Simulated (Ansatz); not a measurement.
Gas-phase reaction in SMILES: N[SiH2] → N[SiH2-] (an electron is taken up)
Structures are relaxed separately at B3LYP-D3(BJ)/def2-TZVP in Ansatz (an electronic-structure program), one conformer each, not searched for the lowest.

Wanted: adiabatic electron affinity (electronic energy difference), positive where the reaction releases energy, in eV. Cores are frozen in the correlated levels unless marked. Open shells are spin-unrestricted. Spin-orbit coupling is left out. Non-relativistic. Anions need diffuse functions: aug- sets have them; def2-D sets add few; the other sets have none. CBS(X,Y): correlation extrapolated as X^-3; Hartree-Fock from the larger set. [CCSD(T)-MP2]/basis is that difference in the basis named.

```json
[
 {"level": "revPBE-D3(BJ)/def2-TZVPD", "program": "Ansatz + dftd3", "adiabatic electron affinity (eV)": "0.81"},
 {"level": "r2SCAN/def2-TZVPD", "program": "Ansatz", "adiabatic electron affinity (eV)": "0.70"},
 {"level": "wB97X-V/def2-TZVPD", "program": "Ansatz", "adiabatic electron affinity (eV)": "0.84"},
 {"level": "MP2/aug-cc-pV(T+d)Z", "program": "Ansatz", "adiabatic electron affinity (eV)": "0.83"},
 {"level": "SCS-MP2/def2-TZVPP", "program": "Ansatz", "adiabatic electron affinity (eV)": "0.65"},
 {"level": "CCSD/STO-3G", "program": "Ansatz", "adiabatic electron affinity (eV)": "-4.56"},
 {"level": "CCSD/def2-TZVPPD", "program": "Ansatz", "adiabatic electron affinity (eV)": "0.79"},
 {"level": "CCSD(T)/cc-pVTZ", "program": "Ansatz", "adiabatic electron affinity (eV)": "0.70"},
 {"level": "RI-MP2/CBS(aug-cc-pV(T+d)Z,aug-cc-pV(Q+d)Z)+[CCSD(T)-MP2]/aug-cc-pV(Q+d)Z", "program": "Ansatz", "adiabatic electron affinity (eV)": "0.97"},
 {"level": "CCSD(T)/CBS(aug-cc-pV(T+d)Z,aug-cc-pV(Q+d)Z)", "program": "Ansatz", "adiabatic electron affinity (eV)": "0.95"}
]
```
